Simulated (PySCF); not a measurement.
A PySCF script (with the pyscf-properties extension) for the NMR shieldings of `FB(C1=CC=C(CC)O1)F`, C$_{6}$H$_{7}$BF$_{2}$O, on a GFN2-xTB geometry:

```python
import basis_set_exchange as bse
import numpy as np
from pyscf import gto, dft
from pyscf.prop import nmr

atoms = """
C    -2.576468   -0.444606    0.160430
C    -1.605340    0.526389    0.838815
C    -0.262134    0.470373    0.197496
C     0.250157    1.151306   -0.879646
C     1.550219    0.659401   -1.067843
C     1.765869   -0.298651   -0.093634
B     2.998541   -1.159919    0.186409
F     3.075392   -2.050102    1.158141
F     4.092724   -1.060639   -0.552338
O     0.639032   -0.395210    0.668610
H    -2.689858   -0.196512   -0.892163
H    -3.551152   -0.390773    0.638056
H    -2.206820   -1.463811    0.239136
H    -1.993723    1.543267    0.766859
H    -1.503057    0.259214    1.891649
H    -0.246626    1.907299   -1.452792
H     2.256245    0.955005   -1.817094
"""
names = dict.fromkeys(["C", "B", "F", "O", "H"], "pcSseg-1")
basis = {el: gto.basis.parse(bse.get_basis(n, elements=[el], fmt="nwchem")) for el, n in names.items()}
mol = gto.M(atom=atoms, basis=basis, charge=0, verbose=0)
mf = dft.RKS(mol, xc="PBE0")
mf.grids.level = 2
mf.grids.alignment = dft.numint.BLKSIZE   # the property module wants whole blocks of grid points
mf.conv_tol = 1e-9
mf.kernel()

calc = nmr.RKS(mf)   # GIAO
C = mf.mo_coeff
Co = C[:, mf.mo_occ > 0]
resp = mf.gen_response(singlet=True, hermi=2)
def vind(x):   # induced exchange potential for any number of trial vectors
    d = np.einsum("pi,xij,qj->xpq", C, 2 * x.reshape(-1, C.shape[1], Co.shape[1]), Co, optimize=True)
    return np.einsum("xpq,pi,qj->xij", resp(d - d.transpose(0, 2, 1)), C, Co, optimize=True).ravel()
mo1, _ = nmr.rhf.solve_mo1(calc, with_cphf=vind)
sigma = calc.kernel(mo1)
for i, s in enumerate(sigma):   # ppm
    w = np.linalg.eigvalsh((s + s.T) / 2)
    print("%2d %-2s iso %8.1f  s11 %8.1f  s22 %8.1f  s33 %8.1f" % (i, mol.atom_pure_symbol(i), w.mean(), *w))
```

Question: Give the expected output.

Answer: 
```
 0 C  iso    168.2  s11    154.6  s22    163.8  s33    186.2
 1 C  iso    159.6  s11    145.9  s22    158.3  s33    174.7
 2 C  iso     12.0  s11    -70.2  s22      9.2  s33     96.9
 3 C  iso     72.7  s11     -5.6  s22     66.9  s33    156.8
 4 C  iso     45.5  s11    -56.9  s22     35.5  s33    157.8
 5 C  iso     37.5  s11    -24.9  s22     32.2  s33    105.1
 6 B  iso     80.6  s11     73.5  s22     82.8  s33     85.5
 7 F  iso    265.6  s11    119.4  s22    299.8  s33    377.5
 8 F  iso    272.4  s11    131.9  s22    316.0  s33    369.3
 9 O  iso     12.7  s11   -140.2  s22    -64.4  s33    242.6
10 H  iso     30.6  s11     26.3  s22     29.6  s33     36.0
11 H  iso     30.4  s11     26.3  s22     26.9  s33     37.9
12 H  iso     30.3  s11     25.6  s22     29.8  s33     35.6
13 H  iso     28.9  s11     24.5  s22     27.9  s33     34.4
14 H  iso     28.9  s11     24.5  s22     28.1  s33     33.9
15 H  iso     25.2  s11     22.6  s22     25.3  s33     27.7
16 H  iso     24.0  s11     22.2  s22     23.3  s33     26.4
```

These numbers come from an equivalent density-fitted implementation of the same equations, which agrees with the script to about 0.01 ppm for H and up to a few tenths of a ppm for heavy atoms, so last digits may differ.

Size and cost of the density-fitted run: 205 basis functions, 38 s wall time on 1 thread of an Arm Neoverse V1, shared host; peak memory 0.91 GiB.
